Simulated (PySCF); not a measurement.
F3Si, SMILES F[Si](F)F, multiplicity 2. Atoms are numbered in the order given.

```xyz
4

F      1.2796     0.7388    -0.1944
Si     0.0000     0.0000     0.3750
F     -1.2796     0.7388    -0.1944
F      0.0000    -1.4776    -0.1944
```
Charge 0, spin multiplicity 2.

Geometry: r2SCAN-D4/def2-TZVP. The isomer is the one that the SMILES or the coordinates give; other isomers of the formula were not compared.

Calculation: PBE/pcH-1 (PySCF).

Unrestricted Kohn–Sham, ⟨S²⟩ = 0.751. Hyperfine tensors hold the contact and dipolar terms, without spin-orbit corrections.

Q: Estimate the hyperfine couplings. (The exact figures need the calculation; the answer reports its results.)

A: 
```
nucleus     A(iso) (MHz)  A(iso) (G)  dipolar principal values (MHz)
----------  ------------  ----------  ------------------------------
19F no. 1          354.0       126.3           -156.4, -144.9, 301.4
29Si no. 2       -1283.6      -458.0              -110.5, 55.3, 55.3
19F no. 3          354.0       126.3           -156.4, -144.9, 301.4
19F no. 4          354.0       126.3           -156.4, -144.9, 301.4
```

Q: And the g tensor (effective nuclear charges for spin-orbit coupling, GIAO)? (The exact figures need the calculation; the answer reports its results.)

A: principal values 2.0001, 2.0001, 2.0015; isotropic 2.0006.
